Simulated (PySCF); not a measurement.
SiHFClBr, SMILES F[SiH](Cl)Br.

The structure is a stationary point at B3LYP-D3(BJ)/def2-SVP.

All values below come from PySCF with PBE0/def2-TZVPD.

Isolated molecule, no solvent.

```
Quantity                                                                                                        Value
---------------------------------------------------------------------------------------------  ----------------------
total energy                                                                                      -3423.86502 hartree
highest occupied level                                                                                       -9.11 eV
lowest empty level                                                                                           -0.62 eV
orbital gap                                                                                                   8.49 eV
dipole moment                                                                                                  1.13 D
quadrupole, principal values (traceless, Buckingham form, about the centre of nuclear charge)   -3.78, 0.15, 3.63 D·Å
mean static polarisability                                                                       60.1 bohr³ (8.90 Å³)
polarisability, principal values                                                               50.2, 57.1, 72.9 bohr³
```
